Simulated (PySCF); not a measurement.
A TDDFT job was run through a driver script with this input:

```
{"job": {"kind": "uv", "xc": "PBE0", "basis": "def2-SVPD", "nstates": 8, "ntriplets": 3}, "charge": 0, "multiplicity": 1}
Si     1.626163     0.248891    -0.140018
O      0.136885    -0.438531    -0.161288
Si    -1.444553    -0.429637     0.039803
Br    -2.310687     1.226078    -1.113934
Br    -1.888833    -0.073075     2.160860
H      1.622346     1.195593    -1.249287
H      1.752348     0.895624     1.161324
H      2.475765    -0.917800    -0.325219
H     -1.955871    -1.701150    -0.397419
```

The program printed:

```
coarse grid: 42560 points
cycle   1  E = -5803.2174837764  dE = -1.587e+00  |g| = 7.287e-01  |ddm| = 4.558e+00
cycle   2  E = -5803.0226525895  dE =  1.948e-01  |g| = 1.227e+00  |ddm| = 2.054e+00
cycle   3  E = -5803.3165071368  dE = -2.939e-01  |g| = 9.368e-02  |ddm| = 1.289e+00
cycle   4  E = -5803.3182466704  dE = -1.740e-03  |g| = 4.775e-02  |ddm| = 2.463e-01
cycle   5  E = -5803.3189382274  dE = -6.916e-04  |g| = 9.177e-03  |ddm| = 1.013e-01
cycle   6  E = -5803.3189544484  dE = -1.622e-05  |g| = 1.193e-03  |ddm| = 1.758e-02
cycle   7  E = -5803.3189548501  dE = -4.017e-07  |g| = 2.931e-04  |ddm| = 2.715e-03
final grid: 82696 points
cycle   8  E = -5803.3189089143  dE = -3.229e-08  |g| = 2.540e-04  |ddm| = 3.241e-03
cycle   9  E = -5803.3189089167  dE = -2.394e-09  |g| = 2.325e-04  |ddm| = 8.102e-04
cycle  10  E = -5803.3189089307  dE = -1.405e-08  |g| = 2.123e-05  |ddm| = 4.168e-04
cycle  11  E = -5803.3189089309  dE = -1.455e-10  |g| = 4.041e-06  |ddm| = 4.560e-05
converged SCF energy = -5803.3189089309

Static polarisability (au): isotropic 94.051, principal 82.044 96.826 103.284

Singlet excitations
state   eV       nm        f      main configurations
  1   6.7996    182.3   0.03722   H->L 0.93
  2   7.0021    177.1   0.00168   H-1->L 0.96
  3   7.1454    173.5   0.00158   H->L+1 0.92
  4   7.2014    172.2   0.03029   H-2->L 0.94
  5   7.4011    167.5   0.03017   H-3->L 0.63, H->L+2 0.24
  6   7.4414    166.6   0.00938   H-1->L+1 0.80, H-4->L+1 0.09
  7   7.5319    164.6   0.00610   H-3->L+1 0.30, H->L+2 0.23, H-2->L+1 0.22
  8   7.5778    163.6   0.00220   H-3->L+1 0.35, H->L+2 0.32, H-3->L 0.15

Triplet excitations (Tamm-Dancoff, eV): 6.2828 6.6226 6.6800
```

Computed, not measured: TDDFT PBE0/def2-SVPD, vertical, gas phase, core orbitals frozen in the response in PySCF. Isolated species at its GFN2-xTB geometry (one conformer only). Relativistic effects, spin–orbit coupling among them, are left out although an element past zinc is present.

Task: What is the total energy of state 8 at this geometry?

Result: -5803.31891 + 0.27848 = -5803.04043 hartree.

Task: What is the polarisability anisotropy, √(½[(α1 − α2)² + (α2 − α3)² + (α3 − α1)²])?

Result: 18.86 au.

Task: Which orbital energies lie behind H and L?

Result: HOMO -8.43 eV and LUMO -0.34 eV, a gap of 8.09 eV; state 1 differs from that by -1.29 eV.

Task: Give the mean polarisability in Å³.

Result: 94.05 au × 0.148185 = 13.94 Å³.

Task: How much of the mean polarisability do the listed states account for?

Result: The sum over states Σ f/ΔE² (ΔE in hartree) gives 1.72 au, 2% of the total; the rest comes from higher roots of the same response equations.

Task: Write the structure that the coordinates describe.

Result: `[SiH3]O[SiH](Br)Br` (Br2H4OSi2).

The SCF starts on a coarse grid; the energy jumps when the final grid takes over, and dE counts afresh there. H and L stand for HOMO and LUMO.

The values belong to the conformer `[SiH3:1][O:2][SiH:3]([Br:4])[Br:5]`: Si1–O2–Si3–Br4 54°.
